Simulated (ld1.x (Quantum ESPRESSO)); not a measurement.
**Logarithmic derivatives: Li, PAW**

- Element: Li
- Generator: ld1.x (Quantum ESPRESSO) 7.5
- Type: PAW
- Functional: PBE
- Relativity: scalar-relativistic
- Frozen core: none
- Valence charge: 3
- Reference configuration: 1s2 2s1 2p0
- Partial waves: 1s (bound): rcut 0.90, rcutus 0.95 bohr; 2s (bound): rcut 0.90, rcutus 0.95 bohr; 2p (bound, empty): rcut 3.45, rcutus 4.30 bohr; 2p channel at 2.35 Ry: rcut 3.45, rcutus 4.30 bohr
- Local potential: all-electron potential smoothed inside 3.60 bohr (lloc = -1)
- Core correction: none
- Augmentation charge: BESSEL, radius 0.90 bohr

The phase is arctan(r·u′/u) with u = r·R(r), unwrapped; energies in Ry, scanned from -6 to 5 Ry. A pole is an energy at which the radial function vanishes at the test radius. The pseudo phase is shifted by a multiple of π to meet the all-electron one at the reference energy, and phase errors are pseudo minus all-electron; the curves can meet again beyond the range given. Levels narrower than the energy grid can be missing from the lists of poles.

```
channel  radius (bohr)  reference energy (Ry)  poles, all-electron     poles, pseudo  unbroken range about the reference energy with phases within 0.05 rad  phase error 1 Ry above the reference energy (rad)
      s           4.63                  -0.21     0.05, 1.88, 4.80  0.05, 1.92, 4.98                                                              below 0.8                                             +0.041
      p           4.63                  -0.08     0.23, 1.75, 4.28  0.25, 1.73, 4.06                                                              below 0.5                                             +0.352
```

Phases in the s channel:

```tsv
E (Ry)	all-electron	pseudo
-6.00	1.481	1.481
-5.74	1.479	1.479
-5.48	1.476	1.476
-5.22	1.474	1.474
-4.96	1.471	1.471
-4.70	1.468	1.468
-4.44	1.465	1.465
-4.18	1.462	1.462
-3.92	1.458	1.458
-3.66	1.454	1.454
-3.40	1.449	1.449
-3.14	1.444	1.444
-2.88	1.437	1.437
-2.62	1.430	1.430
-2.36	1.422	1.422
-2.10	1.411	1.411
-1.84	1.398	1.398
-1.58	1.381	1.381
-1.32	1.359	1.359
-1.06	1.324	1.324
-0.80	1.262	1.262
-0.54	1.108	1.108
-0.28	-0.063	-0.063
-0.02	-1.490	-1.490
0.24	-1.707	-1.706
0.50	-1.901	-1.898
0.76	-2.536	-2.505
1.02	-4.157	-4.130
1.28	-4.514	-4.504
1.54	-4.630	-4.624
1.80	-4.696	-4.690
2.06	-4.746	-4.738
2.32	-4.795	-4.785
2.58	-4.861	-4.843
2.84	-4.988	-4.940
3.10	-5.482	-5.218
3.36	-7.235	-6.761
3.62	-7.619	-7.534
3.88	-7.727	-7.691
4.14	-7.780	-7.758
4.40	-7.815	-7.798
4.66	-7.841	-7.826
4.92	-7.864	-7.849
```
